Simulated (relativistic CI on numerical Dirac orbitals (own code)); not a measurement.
Er²⁹⁺: computed level list

Computed by Dirac-Coulomb-Breit CI, separate exchange-only KLI orbitals for each configuration, model QED, unscaled Slater integrals (own radial code, finite nucleus).

Configurations in the expansion (outside the closed core [Ar] 3d10): 4s2.4p6.4d3, 4s2.4p5.4d4, 4s2.4p6.4d2.4f, 4s.4p6.4d4, 4s2.4p5.4d3.4f, 4s.4p6.4d3.4f, 4s2.4p6.4d2.5s, 4s2.4p6.4d.4f.5s, 4s2.4p6.4d2.5p, 4s2.4p6.4d2.5d, 4s2.4p5.4d3.5s, 4s2.4p6.4d2.5f, 4s2.4p6.4d.5s.5p, 4s2.4p5.4d3.5p, 4p6.4d4.4f, 4s2.4p6.4d2.5g, 4s.4p6.4d2.4f.5s, 4s2.4p6.4d2.6s, 4s.4p6.4d3.5s, 4s2.4p6.4d2.6p, 4s2.4p6.4d2.6f, 4s2.4p6.4d2.7p, 4s2.4p6.4d.4f2, 4s2.4p6.4f3, 4s2.4p5.4d.4f3, 4s.4p6.4d.4f3, 4s2.4p6.4f2.5s, 4s2.4p6.4d.5s2, 4s2.4p6.4f.5s2, 4s2.4p5.4d.4f.5s2, 4s.4p6.4d.4f.5s2, 4s2.4p6.4d.5p2, 4s2.4p6.4f.5p2, 4s2.4p5.4d.4f.5p2, 4s.4p6.4d.4f.5p2, 4s2.4p6.5s.5p2. Double excitations out of closed p, d and f shells are left out; levels of such configurations are missing from the list, as are those of other unlisted configurations, and high levels can miss mixing partners. These lack a partner that the ground configuration has and come out too high: 4s2.4p6.4d2.5p, 4s2.4p6.4d2.5d, 4s2.4p5.4d3.5s, 4s2.4p6.4d2.5f, 4s2.4p5.4d3.5p.

The lowest level is 4s2.4p6.4d3 4F_3/2, with 58 % of that term; Hund's rules for 4s2.4p6.4d3 give 4F with J = 3/2, in agreement.

```
No.  Configuration  Term     J  E (cm⁻¹)   %   Next component (%)  Landé g          jj configuration (%)
  1    4s2.4p6.4d3    4F   3/2         0  58                30 2D    0.629                  4d3/2^3 (92)
  2    4s2.4p6.4d3    4F   5/2     67248  87                11 2D    1.047            4d3/2^2 4d5/2 (96)
  3    4s2.4p6.4d3    4P   3/2     87739  42                30 2P    1.259            4d3/2^2 4d5/2 (94)
  4    4s2.4p6.4d3    4F   7/2     93126  49                39 2G    1.086            4d3/2^2 4d5/2 (87)
  5    4s2.4p6.4d3    2G   9/2     98197  42                37 2H    1.076            4d3/2^2 4d5/2 (95)
  6    4s2.4p6.4d3    4P   1/2    100863  63                36 2P    1.943            4d3/2^2 4d5/2 (98)
  7    4s2.4p6.4d3    4P   5/2    151857  64                22 2D    1.413            4d3/2^2 4d5/2 (72)
  8    4s2.4p6.4d3    4F   7/2    163924  48                47 2G    1.066            4d3/2 4d5/2^2 (91)
  9    4s2.4p6.4d3    4F   9/2    173593  53                44 2H    1.137            4d3/2 4d5/2^2 (90)
 10    4s2.4p6.4d3    2D   3/2    188142  41                40 4P    1.147            4d3/2 4d5/2^2 (97)
 11    4s2.4p6.4d3    2P   1/2    196126  63                36 4P    1.388            4d3/2 4d5/2^2 (98)
 12    4s2.4p6.4d3    2H  11/2    201944  99  1 4s2.4p5.4d3.4f 2H    1.088            4d3/2 4d5/2^2 (99)
 13    4s2.4p6.4d3    2D   5/2    207043  61                19 2F    1.164            4d3/2 4d5/2^2 (73)
 14    4s2.4p6.4d3    2F   5/2    220391  47                36 2D    1.090            4d3/2 4d5/2^2 (93)
 15    4s2.4p6.4d3    2F   7/2    227896  85                13 2G    1.109            4d3/2 4d5/2^2 (94)
 16    4s2.4p6.4d3    2G   9/2    267412  55                27 4F    1.133                  4d5/2^3 (94)
 17    4s2.4p6.4d3    2D   3/2    270984  46                43 2P    1.081            4d3/2 4d5/2^2 (57)
 18    4s2.4p6.4d3    2D   3/2    316656  78                15 2P    0.934                  4d5/2^3 (58)
 19    4s2.4p6.4d3    2D   5/2    343080  68                20 2F    1.159                  4d5/2^3 (88)
 20    4s2.4p5.4d4   4P°   3/2   1099613  21               18 6D°    1.608          4p3/2^3 4d3/2^4 (82)
 21    4s2.4p5.4d4   6D°   5/2   1141316  43               16 4D°    1.561    4p3/2^3 4d3/2^3 4d5/2 (82)
 22    4s2.4p5.4d4   6D°   7/2   1159630  45               17 6F°    1.453    4p3/2^3 4d3/2^3 4d5/2 (60)
 23    4s2.4p5.4d4   6D°   1/2   1168278  38               29 4P°    2.192    4p3/2^3 4d3/2^3 4d5/2 (86)
 24    4s2.4p5.4d4   6D°   9/2   1169919  32               26 4F°    1.360    4p3/2^3 4d3/2^3 4d5/2 (67)
 25    4s2.4p5.4d4   2D°   3/2   1184483  25               25 4F°    1.215    4p3/2^3 4d3/2^3 4d5/2 (83)
 26    4s2.4p5.4d4   4G°  11/2   1197634  38               27 6F°    1.246    4p3/2^3 4d3/2^3 4d5/2 (81)
 27    4s2.4p5.4d4   2G°   7/2   1200624  23               22 2F°    1.073    4p3/2^3 4d3/2^3 4d5/2 (87)
 28    4s2.4p5.4d4   4D°   3/2   1211180  23               21 6P°    1.581    4p3/2^3 4d3/2^3 4d5/2 (69)
 29    4s2.4p5.4d4   4F°   5/2   1214747  35               14 2D°    1.070    4p3/2^3 4d3/2^3 4d5/2 (83)
 30    4s2.4p5.4d4   4D°   5/2   1227336  30               23 6P°    1.344    4p3/2^3 4d3/2^3 4d5/2 (65)
 31    4s2.4p5.4d4   4H°   9/2   1233291  23               18 6F°    1.179  4p3/2^3 4d3/2^2 4d5/2^2 (51)
 32    4s2.4p5.4d4   4F°   7/2   1241468  28               19 4D°    1.224  4p3/2^3 4d3/2^2 4d5/2^2 (54)
 33    4s2.4p5.4d4   4F°   9/2   1245564  29               20 2G°    1.266    4p3/2^3 4d3/2^3 4d5/2 (52)
 34    4s2.4p5.4d4   4F°   7/2   1247303  28               20 2F°    1.297    4p3/2^3 4d3/2^3 4d5/2 (46)
 35    4s2.4p5.4d4   4F°   3/2   1248399  21               17 6D°    1.447  4p3/2^3 4d3/2^2 4d5/2^2 (80)
 36    4s2.4p5.4d4   4G°   5/2   1250349  42               15 2F°    0.816    4p3/2^3 4d3/2^3 4d5/2 (41)
 37    4s2.4p5.4d4   4D°   1/2   1252184  44               20 2P°    1.063  4p3/2^3 4d3/2^2 4d5/2^2 (91)
 38    4s2.4p5.4d4   4H°  11/2   1257526  29               26 6F°    1.193  4p3/2^3 4d3/2^2 4d5/2^2 (84)
 39    4s2.4p5.4d4   4D°   7/2   1269175  37               15 4H°    1.163  4p3/2^3 4d3/2^2 4d5/2^2 (87)
 40    4s2.4p5.4d4   4D°   5/2   1273503  32               25 4F°    1.228  4p3/2^3 4d3/2^2 4d5/2^2 (81)
 41    4s2.4p5.4d4   4H°  13/2   1275156  51               43 4I°    1.165  4p3/2^3 4d3/2^2 4d5/2^2 (95)
 42    4s2.4p5.4d4   4P°   3/2   1275606  31               25 4D°    1.381  4p3/2^3 4d3/2^2 4d5/2^2 (84)
 43    4s2.4p5.4d4   4H°   9/2   1279559  25               18 4G°    1.134  4p3/2^3 4d3/2^2 4d5/2^2 (81)
 44    4s2.4p5.4d4   4F°   5/2   1280628  22               18 2D°    1.190  4p3/2^3 4d3/2^2 4d5/2^2 (63)
 45    4s2.4p5.4d4   4G°  11/2   1281448  33               20 6F°    1.202  4p3/2^3 4d3/2^2 4d5/2^2 (82)
 46    4s2.4p5.4d4   4G°   7/2   1282441  32               21 2G°    1.051  4p3/2^3 4d3/2^2 4d5/2^2 (79)
 47    4s2.4p5.4d4   4D°   1/2   1285099  29               20 2P°    0.899    4p3/2^3 4d3/2^3 4d5/2 (72)
 48    4s2.4p5.4d4   4P°   5/2   1288980  26               20 4D°    1.246  4p3/2^3 4d3/2^2 4d5/2^2 (74)
 49    4s2.4p5.4d4   4I°  15/2   1290549  63               37 2K°    1.148  4p3/2^3 4d3/2^2 4d5/2^2 (94)
 50    4s2.4p5.4d4   2G°   9/2   1291529  31               28 2H°    1.078  4p3/2^3 4d3/2^2 4d5/2^2 (88)
 51    4s2.4p5.4d4   4F°   3/2   1292892  26               23 2D°    0.823    4p3/2^3 4d3/2^3 4d5/2 (44)
 52    4s2.4p5.4d4   4D°   7/2   1299280  31               13 2F°    1.171  4p3/2^3 4d3/2^2 4d5/2^2 (75)
 53    4s2.4p5.4d4   2H°  11/2   1306295  44               19 4H°    1.083  4p3/2^3 4d3/2^2 4d5/2^2 (85)
 54    4s2.4p5.4d4   4G°   9/2   1308284  29               23 4F°    1.171  4p3/2^3 4d3/2^2 4d5/2^2 (68)
 55    4s2.4p5.4d4   2F°   5/2   1310601  42               24 4G°    0.967  4p3/2^3 4d3/2^2 4d5/2^2 (81)
 56    4s2.4p5.4d4   2I°  13/2   1320945  49               37 4H°    1.119  4p3/2^3 4d3/2^2 4d5/2^2 (94)
 57    4s2.4p5.4d4   4G°   7/2   1321246  28               19 2F°    1.126  4p3/2^3 4d3/2^2 4d5/2^2 (73)
 58    4s2.4p5.4d4   4F°   3/2   1323410  33               18 2D°    0.953  4p3/2^3 4d3/2^2 4d5/2^2 (73)
 59    4s2.4p5.4d4   4F°   9/2   1326037  33               17 4G°    1.206    4p3/2^3 4d3/2 4d5/2^3 (71)
 60    4s2.4p5.4d4   4G°  11/2   1337208  46               18 2I°    1.171  4p3/2^3 4d3/2^2 4d5/2^2 (83)
 61    4s2.4p5.4d4   2D°   3/2   1342217  24               24 4D°    1.232    4p3/2^3 4d3/2 4d5/2^3 (59)
 62    4s2.4p5.4d4   4D°   1/2   1344005  44               26 2P°    0.860  4p3/2^3 4d3/2^2 4d5/2^2 (61)
 63    4s2.4p5.4d4   4D°   7/2   1349283  28               14 2F°    1.158  4p3/2^3 4d3/2^2 4d5/2^2 (52)
 64    4s2.4p5.4d4   4P°   5/2   1350205  21               20 2F°    1.199  4p3/2^3 4d3/2^2 4d5/2^2 (58)
 65    4s2.4p5.4d4   2D°   3/2   1350529  33               20 4F°    1.031  4p3/2^3 4d3/2^2 4d5/2^2 (59)
 66    4s2.4p5.4d4   4G°   9/2   1353753  29               28 2H°    1.054  4p3/2^3 4d3/2^2 4d5/2^2 (54)
 67    4s2.4p5.4d4   4H°  11/2   1356232  23               22 4G°    1.152    4p3/2^3 4d3/2 4d5/2^3 (65)
 68    4s2.4p5.4d4   2G°   9/2   1361867  26               13 4F°    1.089  4p3/2^3 4d3/2^2 4d5/2^2 (51)
 69    4s2.4p5.4d4   4F°   5/2   1362368  26               12 2D°    1.061  4p3/2^3 4d3/2^2 4d5/2^2 (44)
 70    4s2.4p5.4d4   2D°   3/2   1363223  30               18 2P°    1.101  4p3/2^3 4d3/2^2 4d5/2^2 (51)
```

Energies count from the lowest computed level; ° marks odd parity. Filled j subshells are mostly left out of the jj labels.

The mean weight of the leading LS term, summed over parents, in these 70 levels is 40 %, and that of the leading jj configuration (from the same eigenvectors) 76 %, so jj coupling describes them better and the LS labels are nominal.

At this charge energies of transitions that change n are usually good to better than 1 %, and those within a shell (Δn = 0) to a few per cent. Terms inside the open d or f shell come out 10 to 20 % too wide with unscaled integrals.

LS names give the leading component of a level, which can be under half, so a name can repeat, a term be missing and a line seem to break the LS rules.
